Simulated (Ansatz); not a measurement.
A nudged elastic band was laid between two geometries of ClF2Si (4 atoms, charge 0, multiplicity 2).

These are results of UKS PBE0-D4/def2-SVP in Ansatz, not measurements.

```
movable images  : 7
climbing image  : yes
spring          : 5.0 eV/Å²
optimiser       : quadratic models (default)
start path      : IDPP
force threshold : 0.05 eV/Å
iteration limit : 60
end points      : relaxed
```

First end point:

```xyz
4
Properties=species:S:1:pos:R:3
F 1.326 0.134 0.809
Si 0.224 -0.319 -0.277
F -0.887 -1.172 0.522
Cl -0.664 1.357 -1.055
```

Last end point:

```xyz
4
Properties=species:S:1:pos:R:3
F 1.365 0.082 0.750
Si -0.192 0.245 0.363
F -0.848 -1.224 0.463
Cl -0.325 0.897 -1.576
```

Question: Which bonds break or form, and what moves?

Answer: No bond is made or broken. The height of Si2 over the plane of its neighbours goes from 0.62 to -0.62 Å. The two ends are copies of one structure, up to a mirror image or an exchange of like atoms.

Question: What energy profile does the band end with?

Answer: It converged. The highest image is number 4 of 0 to 8, 1.43 eV above the ends, which have the same energy within 2 meV. A vibrational analysis at the climbing image gives 2 clearly imaginary modes (671i, 148i cm⁻¹): a point of higher order, so a lower path passes nearby.

| image | path coordinate (Å) | energy (eV) | height of Si2 over the plane of its neighbours (Å) |
| --- | --- | --- | --- |
| 0 | 0.00 | 0.00 | 0.62 |
| 1 | 0.17 | 0.11 | 0.51 |
| 2 | 0.34 | 0.44 | 0.36 |
| 3 | 0.51 | 1.00 | 0.19 |
| 4 | 0.68 | 1.43 | 0.00 |
| 5 | 0.85 | 1.00 | -0.19 |
| 6 | 1.02 | 0.44 | -0.36 |
| 7 | 1.19 | 0.11 | -0.51 |
| 8 | 1.36 | 0.00 | -0.62 |

Question: What is the geometry of the highest image?

Answer: 
```xyz
4
Properties=species:S:1:pos:R:3
F 1.406 0.021 0.895
Si 0.018 -0.041 0.048
F -0.843 -1.306 0.603
Cl -0.582 1.326 -1.546
```

The run took 2.7 min on 1 thread of Arm Neoverse V2 (shared host), peak memory 0.16 GiB.
